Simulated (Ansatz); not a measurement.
The first iterations of a band of BCl2H3S (7 atoms, charge 0, multiplicity 1).

All numbers below come from Ansatz, RKS PBE/def2-SVP.

```
movable images  : 5
climbing image  : yes
spring          : 5.0 eV/Å²
optimiser       : quadratic models (default)
start path      : through a guess of the saddle point
force threshold : 0.03 eV/Å
iteration limit : 60
end points      : relaxed
```

Image 0:

```xyz
7
Properties=species:S:1:pos:R:3
B 0.128 0.045 0.205
Cl 0.123 -0.885 1.764
Cl 1.488 -0.311 -0.945
H -0.962 0.235 -0.300
S 0.582 2.103 0.745
H 1.695 1.840 1.492
H -0.202 2.226 1.858
```

Image 6:

```xyz
7
Properties=species:S:1:pos:R:3
B 0.299 0.700 -0.372
Cl -0.470 -0.505 2.998
Cl 1.630 -0.328 -0.865
H -0.834 0.424 -0.690
S 0.522 2.210 0.587
H 1.877 2.128 0.745
H -0.171 0.625 2.415
```

| iteration | highest image above the first end (eV) | largest band force component (eV/Å) |
| --- | --- | --- |
| 1 | 4.120 | 7.319 |
| 2 | 1.861 | 2.981 |
| 3 | 0.892 | 1.008 |

Does the band converge within its limit, and where does its top end?

It converged. It ended after 9 iterations with the highest image 0.611 eV above the first end. A vibrational analysis at the climbing image gives one clearly imaginary mode, 495i cm⁻¹: a first-order saddle point. The orbitals stay closed-shell, which can raise the energy where a bond breaks towards radicals; this wasn't checked here.

Time of the run: 54 s on 2 threads of Intel(R) Xeon(R) Platinum 8259CL CPU @ 2.50GHz (Skylake/Cascade Lake), on a shared host, peak memory 0.14 GiB.
